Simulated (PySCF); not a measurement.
Computed vibrations of Ce(NH2)4

Ce(NH2)4 (singlet). PySCF 2.14.0, RKS PBE0, Ce lcecp-2-SVP with ECP46, N def2-SVP, H def2-SVP; non-relativistic Hamiltonian with scalar-relativistic core potentials where named; density fitting; no spin-orbit coupling. Central differences of gradients.

```xyz
13

Ce    0.0000    0.0000    0.0000
N     1.1897    1.3135    1.3135
H     1.5995    1.0526    2.2105
H     1.5995    2.2105    1.0526
N    -1.1897   -1.3135    1.3135
H    -1.5995   -1.0526    2.2105
H    -1.5995   -2.2105    1.0526
N     1.1897   -1.3135   -1.3135
H     1.5995   -2.2105   -1.0526
H     1.5995   -1.0526   -2.2105
N    -1.1897    1.3135   -1.3135
H    -1.5995    2.2105   -1.0526
H    -1.5995    1.0526   -2.2105
```

Run from Python with OMP_NUM_THREADS=2. Where DIIS fails, smearing, a level shift and second-order steps follow.
It took 82 s on 2 threads of Arm Neoverse V1, with other jobs on the host.

What are the harmonic wavenumbers and infrared intensities?

Modes are labelled in D2d; negative numbers are unstable modes, those under 60 cm⁻¹ near the noise; a finer grid moves soft modes by up to 10 cm⁻¹.
| cm⁻¹ | km/mol | symmetry |
| --- | --- | --- |
| -314 | – | a2 |
| -239 | – | e |
| -239 | – | e |
| 116 | 0.0 | b1 |
| 127 | 0.1 | b2 |
| 138 | 0.0 | a1 |
| 144 | 0.0 | e |
| 144 | 0.0 | e |
| 199 | 0.0 | b1 |
| 360 | 0.0 | a2 |
| 412 | 1.3 | e |
| 412 | 1.3 | e |
| 432 | 0.0 | b1 |
| 432 | 227.8 | e |
| 432 | 227.8 | e |
| 478 | 0.0 | a1 |
| 488 | 289.7 | b2 |
| 549 | 235.8 | e |
| 549 | 235.8 | e |
| 566 | 272.6 | b2 |
| 585 | 0.0 | a1 |
| 1508 | 61.7 | b2 |
| 1511 | 23.1 | e |
| 1511 | 23.1 | e |
| 1514 | 0.0 | a1 |
| 3544 | 53.4 | b2 |
| 3544 | 38.8 | e |
| 3544 | 38.8 | e |
| 3546 | 0.0 | a1 |
| 3634 | 0.0 | a2 |
| 3634 | 0.0 | b1 |
| 3634 | 26.3 | e |
| 3634 | 26.3 | e |

Is this a minimum?

No: 3 unstable; the lowest moves the atoms so:
```
Ce   0.00  0.00  0.00
N    0.00 -0.01  0.01
H   -0.27  0.15  0.18
H    0.27 -0.18 -0.15
N    0.00 -0.01 -0.01
H   -0.27  0.15 -0.18
H    0.27 -0.18  0.15
N    0.00  0.01 -0.01
H    0.27  0.18  0.15
H   -0.27 -0.15 -0.18
N    0.00  0.01  0.01
H    0.27  0.18 -0.15
H   -0.27 -0.15  0.18
```
